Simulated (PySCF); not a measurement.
Two species compared at the same levels of theory.

First species: C3H7ClO2S.
SMILES: `CC(C)S(=O)(=O)Cl`

Second species: C3H7ClO2S.
InChI=1S/C3H7ClO2S/c1-2-3-7(4,5)6/h2-3H2,1H3

Levels: B97-2/pcSseg-2 for dipole moment, HOMO energy, LUMO energy and HOMO–LUMO gap; PBE0-D3(BJ)/def2-TZVP for rotational constant A and rotational constant C. Geometries: PBE0-D3(BJ)/def2-TZVP. All species are isolated and taken at one optimised geometry, non-relativistic unless stated; the electronic structure was computed with PySCF and density fitting.

Dipoles, sizes and rotational constants follow the conformer. The torsions of the flexible species, by atom-mapped SMILES:
- `[CH3:1][CH:2]([CH3:3])[S:4](=[O:5])(=[O:6])[Cl:7]`: C1–C2–S4–O5 177°
- `[CH3:1][CH2:2][CH2:3][S:4](=[O:5])(=[O:6])[Cl:7]`: C1–C2–C3–S4 77°, C2–C3–S4–O5 177°

Values for the first species:

- Dipole moment: 4.37 D
- HOMO energy: -8.81 eV
- LUMO energy: -1.40 eV
- HOMO–LUMO gap: 7.41 eV
- Rotational constant A: 2.172 GHz
- Rotational constant C: 1.538 GHz

(1) Estimate the same properties for the second species, and the change in each.

Results:

(1) 
| property | first | second | second less first |
| --- | --- | --- | --- |
| dipole moment | 4.37 D | 4.21 D | -0.16 D |
| HOMO energy | -8.81 eV | -8.86 eV | -0.05 eV |
| LUMO energy | -1.40 eV | -1.47 eV | -0.07 eV |
| HOMO–LUMO gap | 7.41 eV | 7.39 eV | -0.02 eV |
| rotational constant A | 2.172 GHz | 2.622 GHz | +0.450 GHz |
| rotational constant C | 1.538 GHz | 1.188 GHz | -0.350 GHz |

On the first: The dipole matches unit charges of opposite sign 0.91 Å apart (1 e·Å = 4.8032 D). One conformer (not necessarily the lowest) at the PBE0-D3(BJ)/def2-TZVP geometry, without solvent, vibrations or thermal averaging.

On the second: In atomic units the dipole is 1.66 e·bohr (1 au = 2.5417 D). A dipole of 4.21 D is allowed in C1, and pure rotational transitions are dipole-allowed. One conformer (not necessarily the lowest) at the PBE0-D3(BJ)/def2-TZVP geometry, without solvent, vibrations or thermal averaging.
